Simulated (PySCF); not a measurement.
Computed IR spectrum (relative IR intensity) of a molecule C2H3Cl2FSi. The structure is a stationary point at PBE0-D3(BJ)/def2-SVP. One conformer was computed; it need not be the lowest. The numbers are results of PBE0-D3(BJ)/def2-SVP run with PySCF 2.14.0, not measurements. Frequencies are harmonic and unscaled.

Lines under 2 % of the strongest are left out, and lines within 2 cm⁻¹ are merged.

| ν (cm⁻¹) | relative intensity |
|---|---|
| 159 | 2.1 |
| 310 | 3.8 |
| 454 | 4.4 |
| 555 | 23 |
| 590 | 12 |
| 617 | 21 |
| 849 | 12 |
| 861 | 100 |
| 926 | 38 |
| 938 | 37 |
| 1183 | 42 |
| 1275 | 15 |
| 1693 | 3.2 |
| 2276 | 32 |
| 2288 | 33 |
| 3230 | 2.8 |

Problem. Which structure fits?
A. F/C=C\[SiH](Cl)Cl
B. C=C[Si](F)(Cl)Cl
C. FC([SiH3])=C(Cl)Cl
D. F/C(=C/Cl)[SiH2]Cl

Solution. D, F/C(=C/Cl)[SiH2]Cl
